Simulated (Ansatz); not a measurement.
Harmonic frequencies (cm⁻¹) at PBE0-D4/def2-TZVP from Ansatz: 64, 110, 146, 231, 276, 467, 468, 682, 703, 726, 730, 794, 875, 877, 2159, 2169, 2179, 2189.

Problem. Which molecule is it?
A. `C[O][GeH3]`
B. `[OH][GeH]([F])[SiH3]`
C. `[F][GeH]([F])[GeH3]`
D. `[CH3][Ge]([F])([F])[Cl]`

Solution. C.
